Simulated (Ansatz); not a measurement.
`C[Se][SiH](F)Cl` + `[SH][GeH3]` → `F[SiH](Cl)[S][GeH3]` + `C[SeH]` at 400 K and 1 bar (ligand exchange at the Si–Se bond).

Gas-phase electronic energies from Ansatz, PBE0-D4/def2-TZVP geometries. CCSD(T)/CBS is the MP2 limit (def2-TZVPP, def2-QZVPP) plus CCSD(T) − MP2 in def2-TZVPP, frozen cores. For Ge, Se outer-core shells are correlated without core-valence functions, which leaves a few kJ/mol of doubt a bond. Scalar relativity is left out up to krypton. One conformer a species, not always the lowest.

```json
{"species": "`C[Se][SiH](F)Cl`", "CCSD(T)/CBS energy (Eh)": "-3289.96087", "H − E (kJ/mol)": "171.1", "S (J/(mol·K))": "414.2"}
{"species": "`[SH][GeH3]`", "CCSD(T)/CBS energy (Eh)": "-2476.30083", "H − E (kJ/mol)": "106.6", "S (J/(mol·K))": "308.1"}
{"species": "`F[SiH](Cl)[S][GeH3]`", "CCSD(T)/CBS energy (Eh)": "-3325.10853", "H − E (kJ/mol)": "141.7", "S (J/(mol·K))": "429.0"}
{"species": "`C[SeH]`", "CCSD(T)/CBS energy (Eh)": "-2441.15625", "H − E (kJ/mol)": "135.4", "S (J/(mol·K))": "284.5"}
```

H − E and S are ideal-gas, rigid-rotor, harmonic terms from PBE0-D4/def2-TZVP, for one conformer and one mirror image of each species. 1 Eh = 2625.50 kJ/mol, R = 8.31446 J/(mol·K).

**Question.** By hand: ΔE, ΔH, ΔS and ΔG.

**Answer.** ΔE = (-3325.10853) + (-2441.15625) − (-3289.96087) − (-2476.30083) = -0.00308 Eh = -8.1 kJ/mol. Δ(H − E) = 141.7 + 135.4 − 171.1 − 106.6 = -0.6, so ΔH = -8.7 kJ/mol. ΔS = 429.0 + 284.5 − 414.2 − 308.1 = -8.8 J/(mol·K). ΔG = -8.7 − 400 × (-8.8)/1000 = -5.2 kJ/mol.

**Question.** By hand: the equilibrium constant, and the temperature at which ΔG would vanish if ΔH and ΔS stayed fixed.

**Answer.** log₁₀ K = −ΔG/(RT ln 10) = 0.7. ΔG = 0 at ΔH/ΔS = 989 K, though so small a ΔH makes that figure unsure.

TΔS isn't small against ΔH here. The sign of ΔG lies within the doubt. A doubt of 5 kJ/mol in ΔE shifts log₁₀ K by 0.7 here. Other conformers and mirror images would add mixing entropy, several J/(mol·K) or more a flexible species. Modes under 60 cm⁻¹, often nearly free rotors, make the harmonic entropy too high. These are equilibria of isolated gas molecules and say nothing of rates. Largest T1 diagnostic: 0.011 (customary marks: 0.02 for closed shells, 0.045 for open ones).
